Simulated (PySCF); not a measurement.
# Worked example: chemical shift, span and skew from a shielding tensor

C2H9FSi2, SMILES CC[SiH2][SiH2]F. Atoms are numbered in the order given.

```xyz
14

C     -3.0742    -0.1477     0.1311
C     -1.6240    -0.5660    -0.0927
Si    -0.3902     0.8664    -0.0985
Si     1.7891     0.0392    -0.3328
F      2.0125    -1.0910     0.8297
H     -3.4238     0.5398    -0.6553
H     -3.2014     0.3679     1.0959
H     -3.7497    -1.0177     0.1316
H     -1.2934    -1.2732     0.6877
H     -1.5160    -1.1050    -1.0499
H     -0.4854     1.6438     1.1787
H     -0.6661     1.8114    -1.2299
H      2.8404     1.0866    -0.1645
H      1.9875    -0.6307    -1.6544
```

The structure is a stationary point at PBE0-D3(BJ)/def2-SVP. This is a generated structure with no PubChem entry under its InChIKey; it may be hypothetical. Other conformers were not sampled.

GIAO shieldings from PBE/pcSseg-1 (PySCF), non-relativistic, no solvent. The symmetric part of the tensor of F5 has the principal values 374.4, 424.8, 479.1 ppm. The same nucleus in CFCl3 has σ = 133.6 ppm at this level (PySCF, at its B3LYP-D3(BJ)/def2-TZVP geometry).

Work out the isotropic shielding, the ¹⁹F shift against CFCl3, the span and the skew.


σ(iso) = (σ11 + σ22 + σ33)/3 = 426.1 ppm. δ = σ(ref) − σ(iso) = 133.6 − (426.1) = -292.5 ppm.
Span Ω = σ33 − σ11 = 104.7 ppm. Skew κ = 3(σ(iso) − σ22)/Ω = 0.04. Tumbling in solution averages the tensor to δ; in a static solid the shielding alone would spread this spin-1/2 line over Ω.
